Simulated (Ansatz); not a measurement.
The first iterations of a band of a periodic cell of 17 atoms, TiSi16 (host Si, host structure diamond, interstitial Ti).

Method: DFT PBEsol, scalar-relativistic, plane waves, PAW (Ansatz 0.2.0). Settings: PAW set soft_1, cutoff 300 eV, k mesh 2x2x2, gaussian smearing 0.05 eV, no spin polarisation.

```yaml
movable_images: 3
climbing_image: yes
spring: 5.0 eV/Å²
optimiser: quadratic models (default)
start_path: default
force_threshold: 0.05 eV/Å
iteration_limit: 50
end_points: relaxed
```

First end point:

```xyz
17
Lattice="0.0000 5.4300 5.4300 5.4300 0.0000 5.4300 5.4300 5.4300 0.0000" Properties=species:S:1:pos:R:3
Si -0.044 0.044 -0.044
Si 1.355 1.390 1.360
Si 2.730 2.698 -0.015
Si 4.039 4.074 1.358
Si 2.759 0.044 2.759
Si 4.072 1.358 4.073
Si 5.386 2.671 2.759
Si 6.786 4.074 4.106
Si -0.019 2.698 2.734
Si 1.356 4.072 4.041
Si 2.730 5.447 2.734
Si 4.070 6.788 4.075
Si 2.758 2.671 5.386
Si 4.103 4.072 6.789
Si 5.411 5.447 5.415
Si 6.787 6.755 6.787
Ti 6.786 9.503 6.789
```

Last end point:

```xyz
17
Lattice="0.0000 5.4300 5.4300 5.4300 0.0000 5.4300 5.4300 5.4300 0.0000" Properties=species:S:1:pos:R:3
Si -0.002 0.001 -0.003
Si 1.339 1.341 1.338
Si 2.714 2.715 0.031
Si 4.088 4.090 1.339
Si 2.713 0.033 2.713
Si 4.087 1.342 4.087
Si 5.396 2.717 2.713
Si 6.743 4.116 4.115
Si 0.032 2.715 2.713
Si 1.340 4.089 4.087
Si 2.715 5.398 2.714
Si 4.115 6.745 4.114
Si 2.714 2.716 5.396
Si 4.115 4.116 6.743
Si 5.429 5.431 5.429
Si 6.744 6.745 6.744
Ti 8.144 8.146 8.143
```

| iteration | highest image above the first end (eV) | largest band force component (eV/Å) |
| --- | --- | --- |
| 1 | 2.530 | 1.942 |
| 2 | 1.933 | 0.702 |

Problem. Does the band converge within its limit, and where does its top end?

Solution. The forces met the threshold. It ended after 7 iterations with the highest image 1.734 eV above the first end. Neighbouring images differ by up to 1.3 eV, so the band resolves the path poorly. The order of the stationary point at the top wasn't checked. The plane-wave cutoff is below what these datasets need, so energies and pressures aren't converged. Limits of this set-up: coarse k mesh, PAW files made for another functional, a small cell, in which the defect meets its images.

The run took 86 s on 1 thread of Arm Neoverse V2, on a shared host, peak memory 0.57 GiB.
